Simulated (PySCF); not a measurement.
F2Sn, charge +1, doublet, at a GFN2-xTB geometry (such geometries of metal compounds can be far from the true shape) (a state made from the parent by changing its charge; the spin is typed, not shown lowest) (core potentials on Sn). Base run: R2SCAN/def2-SVP (PySCF).

Here is a job for PySCF.
```python
from pyscf import gto, scf, dft

mol = gto.M(
    atom='''
Sn    0.000000    0.000000    0.000000
F    -0.000000   -0.000000   -2.208865
F     0.000000    0.000000    2.208865
''',
    basis='def2-svp',
    ecp={'Sn': 'def2-svp'},
    charge=1,
    spin=1,
    verbose=4,
)

mf = dft.UKS(mol)
mf.xc = 'r2scan'
mf.kernel()
```

Variants of this job, named by their change:

| change | ΔE vs base (mEh) | grid points | electrons on the grid | outcome |
|---|---|---|---|---|
| base | 0.000 | 50488 | 38.99998 | converged |
| grids.level = 5 | -0.035 | 134760 | 39.00000 | converged |
| grids.atom_grid = (50, 194) | 0.285 | 19408 | 38.99979 | converged |
| grids.prune = dft.gen_grid.sg1_prune | - | - | - | input refused |
| grids.level = 4 | -0.058 | 89800 | 39.00000 | converged |
| grids.radi_method = gauss_chebyshev | -0.117 | 48856 | 38.99998 | converged |
| grids.prune = dft.gen_grid.treutler_prune | -0.002 | 46920 | 38.99998 | converged |
| grids.radi_method = mura_knowles | -0.012 | 46728 | 38.99998 | converged |
| grids.level = 1 | -0.465 | 18632 | 38.99980 | converged |
| grids.atom_grid = (75, 302) | -0.020 | 41816 | 39.00006 | converged |
| grids.level = 0 | -33.149 | 5008 | 38.99896 | converged |

Open shells are given as the SCF converged; they aren't shown to be the lowest states, and a large step between rows can be another state.

- grids.prune = dft.gen_grid.sg1_prune: ended with `IndexError: index 50 is out of bounds for axis 0 with size 19`
